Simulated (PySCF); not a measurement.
# Polarisability and C₆ of Sc+ (scandium, charge +1)

[Ar] 4s2, closed-shell 1S (an excited configuration). Computed with PySCF 2.14 in aug-cc-pVDZ, with no relativity, point nucleus. Coupled (time-dependent) response in atomic units; α is the mean over directions. A double-zeta set is small for polarisabilities.

| method | mean α (bohr³) | C₆ (like pair) | S(−4) |
| --- | --- | --- | --- |
| UHF | 67.12 | 613.0 | 2209 |
| PBE | 59.73 | 514.1 | 1776 |
| PBE0 | 61.79 | 540.4 | 1896 |
| TPSSh | 65.19 | 587.2 | 2092 |
| M06 | 43.84 | 319.7 | 1011 |

S(−4) is the Cauchy moment in α(ω) = α(0) + S(−4) ω² + …

α(iu) at UHF:

| u (hartree) | α(iu) (bohr³) |
| --- | --- |
| 0 | 67.12 |
| 0.0500 | 62.03 |
| 0.100 | 50.63 |
| 0.200 | 29.64 |
| 0.300 | 18.07 |
| 0.500 | 8.771 |
| 0.750 | 4.956 |
| 1.00 | 3.366 |
| 1.50 | 1.951 |
| 2.00 | 1.291 |
| 3.00 | 0.6794 |
| 5.00 | 0.2776 |

A single London oscillator, α(iu) = α/(1 + u²/ω²), gives C₆ = (3/4) ω α². Matching the computed C₆ needs ω = 4 × 613.0 / (3 × 67.12²) = 0.181 hartree.

For an ion, C₆ is the dispersion term alone; charge-induced terms of lower order in 1/R come first.
